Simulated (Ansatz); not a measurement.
Spin states of HOW (SMILES [OH][W]), each relaxed at B3LYP-D3(BJ)/def2-TZVP; lowest solutions found, singlets restricted, no spin–orbit coupling, no relativity up to Kr.
Multiplicity 4 (charge 0, multiplicity 4):
```xyz
3

W     -0.9526    -0.6613    -0.8255
O      0.4218    -0.1214     0.2830
H      0.4976     0.8300     0.4722
```
Multiplicity 6 (charge 0, multiplicity 6):
```xyz
3

W     -0.99609    -0.69684    -0.86310
O      0.43355    -0.09730     0.29514
H      0.52937     0.84151     0.49764
```

Programs: Ansatz (an electronic-structure program) with Gaussian orbitals. Each number belongs to the level named beside it. In def2 rows elements past Kr take small-core potentials, without spin–orbit coupling.

The energy of multiplicity 6 less that of multiplicity 4 (kcal/mol) and the share of exact exchange:

| functional | exact exchange (%) | value |
|---|---|---|
| PBE/def2-TZVPP | 0 | -4.32 |
| PBE0/def2-TZVPP | 25 | -8.99 |
| BLYP/def2-TZVPP | 0 | 4.91 |
| B3LYP/def2-TZVPP | 20 | 1.21 |
| BHLYP/def2-TZVPP | 50 | -1.94 |
| r2SCAN/def2-TZVPP | 0 | -12.16 |
| r2SCANh/def2-TZVPP | 10 | -12.71 |

Q: Take the value as linear in the share of exact exchange along PBE and PBE0. Give the slope, say whether the sign turns, and set the other functionals against that line.

A: 
Slope: (-8.99 − (-4.32))/2.5 = -1.87 kcal/mol for each 10 %. The line keeps its sign from 0 to 100 %. At 50 % it gives -13.7 kcal/mol. The LYP pair gives (-1.94 − (4.91))/5 = -1.37 for each 10 %. BHLYP, at 50 %, lies 11.7 from the PBE line. B3LYP, at 20 %, lies 9.3 from the PBE line. r2SCAN, with none, stands -7.8 from PBE. The r2SCAN pair gives -0.56 for 10 %.

Doubts at one or more of the structures used: a spin-contaminated determinant (r2SCAN/def2-TZVPP, r2SCANh/def2-TZVPP).
